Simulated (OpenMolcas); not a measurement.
**Pt I: from CASSCF to CASPT2**

```yaml
Program: OpenMolcas 26.06
Basis: ANO-R3 [9s7p6d4f2g2h]
Scalar_Hamiltonian: X2C, finite nucleus
Active_space: 10 electrons in 6 orbitals (5d 6s)
State_averaging: 2S+1 = 3 even, 15 roots; 2S+1 = 1 even, 20 roots
Spin-orbit_coupling: state interaction with AMFI integrals over the reference wave functions, term energies averaged over their components
```

Methods on the same reference wave functions:
A. CASSCF
B. SS-CASPT2, IPEA 0.25 Eh, imaginary shift 0.1 Eh (closed shells correlated: 5s 5p)
C. MS-CASPT2, IPEA 0.25 Eh, imaginary shift 0.1 Eh (closed shells correlated: 5s 5p)

Energies in cm⁻¹ above 5d⁹ 6s ³D₃, the measured ground level; measured values from NIST Handbook of Basic Atomic Spectroscopic Data.

```tsv
Level	A	B	C	Measured
5d⁸ 6s² ³F₄	-1806	-1155	-1155	824
5d⁹ 6s ³D₃	0.0	0.0	0.0	0.0
5d⁹ 6s ¹D₂ [60 %]	552	-349	-373	776
5d⁸ 6s² ³F₃	7384	8150	8150	10117
5d⁹ 6s ³D₁	10543	10540	10540	10132
5d⁸ 6s² ³P₀ [67 %]	19261	20180	20180	16983
5d⁸ 6s² ³P₁	19614	17200	17200	18567
5d⁸ 6s² ¹G₄	22489	20210	20210	21967
5d¹⁰ ¹S₀ [67 %]	26708	5150	5150	6140
```

A puts 5d⁸ 6s² ³F₄ lowest. B puts 5d⁸ 6s² ³F₄ lowest. C puts 5d⁸ 6s² ³F₄ lowest.

Deviations, from unrounded energies. A percentage is the sum of absolute deviations over the sum of measured energies, with the sign that they share, or ± where signs differ.

```tsv
Against measurement	Levels	A	B	C
mean absolute deviation (cm-1)	8	3800	1600	1600
fine structure of the ground term (%)	1	+4.1	+4.1	+4.1
other terms of the ground configuration (%)	1	-28.8	-145.0	-148.1
other configurations (%)	6	±39.9	±15.1	±15.1
```

B, C lie about equally close to measurement and A furthest from it. The largest miss of B in the table is 5d⁸ 6s² ³P₀ [67 %], by +3200 cm-1. The ranking rests on the paired levels alone, and a cruder setting can come out closer through cancelling errors.

Between B and C the level of the table that moves most is 5d⁹ 6s ¹D₂ [60 %], by 24 cm-1 (lowest in C, highest in B). Moves below CASPT2's spread within the term are not significant.

The two smallest mean deviations differ by little beside CASPT2's spread within terms, so their order carries little weight.

The lowest spin-free term lies below A's lowest term by 0.659 hartree in B, 0.660 hartree in C.

CASPT2 does not keep the components of a term degenerate, so their means are used; among the terms shown or strongly mixed into the levels shown the widest spread is 1400 cm-1 (5d⁸ 6s² ¹G, C). Over all roots computed the reference weight is 0.83 to 0.88 in B, 0.83 to 0.88 in C; the roots of lowest weight are the least certain, and an intruder state may touch them. Some levels mix across a computed gap that differs much from the measured one, so their mixing is not that of the real levels. The lowest computed level is not the ground level that NIST lists (3D3). Configurations are named by rounded mean occupations; where the s occupation lies near a half they are strongly mixed, a name can repeat and a true partner stay unpaired. A single d shell beside an s shell can misplace configurations of different d count against each other. The lowest spin-free term belongs to 5d⁹ 6s, not to the configuration of the lowest level. The CASPT2 spread within a term exceeds the gap to the next term for 5d¹⁰ ¹S and 5d⁸ 6s² ³F, so the order of their levels is uncertain (figures for B; the like holds for C). Without dynamic correlation excited terms often stand tens of per cent too high (terms of higher spin than the ground term too low), and those without a measured partner can miss by more than the paired ones (holds for A). Measured partners are found by configuration, term and J. A level has none where our copy of the source lacks it or the pairing is in doubt (some pairs that miss far off the trend of their configuration count as doubtful), and it then counts in no deviation. Levels of configurations outside the active space are missing. Levels that lie high or do not pair safely by name in every column are left out.

A share in square brackets marks a mixed level and gives the weight of the term that names it, the lowest over the columns.
